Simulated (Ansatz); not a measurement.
Wavefunction ladder for `NCO[SiH2]Cl`

```xyz
11

N     1.055    1.573    0.997
C     0.790    0.314    0.413
O    -0.562    0.199   -0.061
Si   -1.143   -1.040   -0.939
Cl   -1.081   -2.800    0.127
H     0.469    1.740    1.804
H     0.920    2.328    0.338
H     1.471    0.158   -0.430
H     0.961   -0.471    1.154
H    -2.553   -0.730   -1.246
H    -0.327   -1.272   -2.155
```

Total charge 0; spin multiplicity 1. The structure was optimised at the PBE0-D4/def2-TZVP level. It is one conformer, not always the lowest. Frozen core, restricted reference, the Gaussian-basis code of Ansatz. CBS rows extrapolate triple and quadruple zeta; past MP2 they add the triple-zeta difference.

```tsv
basis	HF (Eh)	MP2 corr.
def2-SVP	-918.82718	-0.72171
def2-TZVPP	-919.29910	-0.93158
def2-QZVPP	-919.32959	-1.00674
```

(1) Estimate the CCSD correlation energy and the (T) correction in each basis where they were run (hartree).

Answers

(1) 
| basis | CCSD corr. | (T) |
| --- | --- | --- |
| def2-SVP | -0.77446 | -0.01885 |
| def2-TZVPP | -0.97906 | -0.03774 |
| CBS(def2) | -1.10988 | as TZ |
